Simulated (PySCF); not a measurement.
ZnI₂, SMILES [I][Zn][I]. Atoms are numbered in the order given.

```xyz
3

Zn     0.0000     0.0000     0.0000
I      0.0000     0.0000    -2.4407
I      0.0000     0.0000     2.4407
```

The structure is a stationary point at B3LYP-D3(BJ)/def2-SVP. The isomer is the one that the SMILES or the coordinates give; other isomers of the formula were not compared. The def2 effective core potentials stand for the cores of I; spin–orbit coupling is left out.

All values below come from B3LYP-D3(BJ)/def2-SVP (PySCF).

Frequencies are harmonic and unscaled.

Modes within 1.5 cm⁻¹ of each other (mostly degenerate sets) share a row, with their intensities summed.

| mode | ν (cm⁻¹) | IR (km/mol) | moving atoms (share of kinetic energy) |
|---|---|---|---|
| 1–2 | 63 | 8.5 | Zn 80 %, I 20 % |
| 3 | 150 | 0.0 | I 100 % |
| 4 | 330 | 56.5 | Zn 80 %, I 20 % |
